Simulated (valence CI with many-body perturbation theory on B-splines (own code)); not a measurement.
# Sensitivity of CI+MBPT for Mo28+

Computed by configuration interaction combined with many-body perturbation theory (CI+MBPT): four valence electrons over a frozen Dirac-Fock core [Ne], radial functions for each j: 6 s, 6 p, 5 d, 3 f, 1 g, with the one-electron correlation potential Σ1 (screened to all orders), the two-electron term Σ2, the three-electron term Σ3, Breit, model QED; selected single and double excitations, second order for the rest (own B-spline code, finite nucleus).

The last digits are not significant, and no measured levels were compared; by estimate large intervals hold to a few tenths of a per cent, small ones and those within an open d or f shell to about a per cent.

The reference run has the lowest level (3s^2 3p1/2^2) J=0 and an ionisation energy of 1535.54 eV. Its largest variational space holds 9999 state functions.

Levels are named by their leading jj configuration (3d3/2^4 stands for four electrons in 3d with j = 3/2), which in mixed levels can hold well under half, so a name can repeat and another be missing. Letters in brackets count levels of one name in rising energy.

```tsv
Level	Reference (cm⁻¹)	Shift (cm⁻¹)
(3s^2 3p1/2 3p3/2) J=1	161622	+665
(3s^2 3p1/2 3p3/2) J=2	197037	+697
(3s^2 3p3/2^2) J=2	385459	+1357
(3s^2 3p3/2^2) J=0	469268	+1362
(3s 3p1/2^2 3p3/2) J=2	698275	-2044
(3s 3p1/2^2 3p3/2) J=1	819835	-2009
(3s 3p1/2 3p3/2^2) J=2	869168	-1569
(3s 3p1/2 3p3/2^2) J=3	921517	-1437
(3s^2 3p1/2 3d3/2) J=2 [a]	979844	-1710
(3s 3p1/2 3p3/2^2) J=0	999397	-1450
(3s 3p1/2 3p3/2^2) J=1 [a]	1018740	-1404
(3s^2 3p1/2 3d3/2) J=2 [b]	1068460	-1525
```

The ionisation energy moves by +1.79 eV.

Question: Which of these changes was made?
A. highest l with Σ1, explicit Σ2 and valence Breit (higher l get mean screening factors) 3 → 1
B. highest l in the core sums 6 → 3; three-electron term on → off
C. scale of Σ2 1 → 0.5
D. scale of Σ1 1 → 3

Answer: D. scale of Σ1 1 → 3.
